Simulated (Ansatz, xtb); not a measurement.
## Ranking isomers of C4H4N2OSe

5 gas-phase structures of C4H4N2OSe, from a drawn sample of its isomers (lower ones may exist). Each was relaxed with GFN2-xTB; where two conformers were screened, the lower at r2SCAN-D4/def2-SVP is listed:

A. `CC(=O)c1nnc[se]1`, a singlet
B. `C=Nc1n[se]cc1O`, a singlet
C. `CC(=O)c1ncn[se]1`, a singlet
D. `C=COc1cn[se]n1`, a singlet
E. `CC(=O)c1cn[se]n1`, a singlet

Problem. Make a reasoned guess at their ranking by r2SCAN-D4/def2-SVP single-point energy.

Solution. Calculated order at r2SCAN-D4/def2-SVP: C (0.0), E (7.9), A (13.9), B (19.6), D (30.2) kcal/mol.

Energies above the lowest of each column, in kcal/mol; the last columns are at PBE0-D3(BJ)/def2-SVP geometries and were run for some of them only (a dash: not run or not comparable):

```json
{"structure": "C", "GFN2-xTB": "0.0", "HF/STO-3G": "0.0", "r2SCAN-D4/def2-SVP": "0.0", "PBE0-D3(BJ)/def2-SVP": "0.0", "CCSD(T)/def2-SVP + ΔMP2/def2-TZVPP": "0.0"}
{"structure": "E", "GFN2-xTB": "3.6", "HF/STO-3G": "2.9", "r2SCAN-D4/def2-SVP": "7.9", "PBE0-D3(BJ)/def2-SVP": "7.4", "CCSD(T)/def2-SVP + ΔMP2/def2-TZVPP": "4.9"}
{"structure": "A", "GFN2-xTB": "15.6", "HF/STO-3G": "10.1", "r2SCAN-D4/def2-SVP": "13.9", "PBE0-D3(BJ)/def2-SVP": "13.7", "CCSD(T)/def2-SVP + ΔMP2/def2-TZVPP": "15.6"}
{"structure": "B", "GFN2-xTB": "14.0", "HF/STO-3G": "23.4", "r2SCAN-D4/def2-SVP": "19.6", "PBE0-D3(BJ)/def2-SVP": "18.2", "CCSD(T)/def2-SVP + ΔMP2/def2-TZVPP": "–"}
{"structure": "D", "GFN2-xTB": "10.1", "HF/STO-3G": "21.3", "r2SCAN-D4/def2-SVP": "30.2", "PBE0-D3(BJ)/def2-SVP": "–", "CCSD(T)/def2-SVP + ΔMP2/def2-TZVPP": "–"}
```

Every level run on C puts it lowest or level with the lowest. Flexible structures stand in one conformer each, not always the lowest. Frequencies (GFN2-xTB) were run for A, C, E alone. ΔMP2 is the change of the MP2 energy from the smaller to the larger basis.

Over these structures GFN2-xTB departs from r2SCAN-D4/def2-SVP by 5.8 kcal/mol on average once a common shift is removed. A GFN2-xTB relaxation took about 0.087 s and the r2SCAN-D4/def2-SVP energy about 2.2 s on a shared host (Ansatz 0.2.0, xtb 6.7.1).
